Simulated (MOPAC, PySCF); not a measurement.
[Hf(OH)(SH)3], neutral singlet in the gas phase. 

Cartesian coordinates (Å):
```xyz
9

Hf    -0.1505    -0.0721    -0.1124
O     -1.9804    -0.5904    -0.0580
H     -2.9002    -0.8216     0.0868
S      1.1632    -1.9669    -0.9556
H      2.2910    -1.4714    -0.3884
S      0.7380     0.5434     2.0905
H      0.3788    -0.6509     2.6252
S      0.1109     1.9096    -1.5248
H      1.3975     1.5902    -1.8098
```
Charge 0, multiplicity 1.

All levels are single points at this geometry (r2SCAN-D4/def2-SVP); Pople sets use spherical d functions. Orbital energies aren't observables, and empty levels follow the basis.

B3LYP-D3(BJ)/def2-TZVP in PySCF gives dipole (D) = 2.04.

Question: Estimate the dipole (D) from each of these levels: PBE-D3(BJ)/def2-TZVP in PySCF; TPSSh-D3(BJ)/def2-TZVP in PySCF; B3LYP/6-31G* (LANL2DZ on Hf) in PySCF; PBE/6-31G* (LANL2DZ on Hf) in PySCF; SVWN5/6-31G* (LANL2DZ on Hf) in PySCF; HF/6-31G* (LANL2DZ on Hf) in PySCF; PM6 in MOPAC; PM7 in MOPAC.

Answer: 
| level | dipole (D) |
|---|---|
| PBE-D3(BJ)/def2-TZVP in PySCF | 2.03 |
| TPSSh-D3(BJ)/def2-TZVP in PySCF | 2.11 |
| B3LYP/6-31G* (LANL2DZ on Hf) in PySCF | 2.30 |
| PBE/6-31G* (LANL2DZ on Hf) in PySCF | 2.29 |
| SVWN5/6-31G* (LANL2DZ on Hf) in PySCF | 2.25 |
| HF/6-31G* (LANL2DZ on Hf) in PySCF | 2.50 |
| PM6 in MOPAC | 0.61 |
| PM7 in MOPAC | 1.78 |
